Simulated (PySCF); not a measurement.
All values below come from PBE0-D4/def2-TZVP (PySCF). Isolated molecules, 0 K electronic values unless said otherwise. One relaxed conformer stands for a flexible species; it need not be the lowest. Excitations are Tamm–Dancoff values on a coarser integration grid. The basis has no diffuse functions, so Rydberg states are missing or too high.

Reference species (SMILES): `O[SiH3]` (neutral, multiplicity 1).

```json
{
 "HOMO": "-8.73 eV",
 "HOMO–LUMO gap": "8.77 eV",
 "T1 excitation (TDA)": "6.72 eV"
}
```

Changed species: `O[SiH2]B(O)O` (X = borono; the reference has X = H).

**Question.** What does the change do to the HOMO, HOMO–LUMO gap and T1 excitation (TDA)?

**Answer.** the HOMO rises by 0.68 eV, to -8.05 eV; the HOMO–LUMO gap falls by 0.85 eV, to 7.92 eV; the T1 excitation (TDA) falls by 1.42 eV, to 5.30 eV.
